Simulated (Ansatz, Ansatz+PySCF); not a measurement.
```xyz
2

O     0.0000    0.0000   -0.1031
H     0.0000    0.0000    0.8245
```

Basis set: 6-31G (spherical functions). Frozen core: 1 orbital. Charge 0, multiplicity 2.

Computed with Ansatz (development build ahead of 0.2.0); each method stands on the lowest determinant of its kind that the runs found.

The atomization energy at this shape (free ground-state atoms in the same class of orbitals less the molecule, no zero-point energy) of doublet OH:

```tsv
method	atomization energy
UHF-CCSD(T)	76.05 kcal/mol
UHF-MP2	75.12 kcal/mol
UHF	52.11 kcal/mol
```

(1) What does PBE0 (unrestricted) give?

Results:

(1) 89.07 kcal/mol.

This basis has no polarisation functions and is too small for such energies, which can lie far from measured ones in either direction.
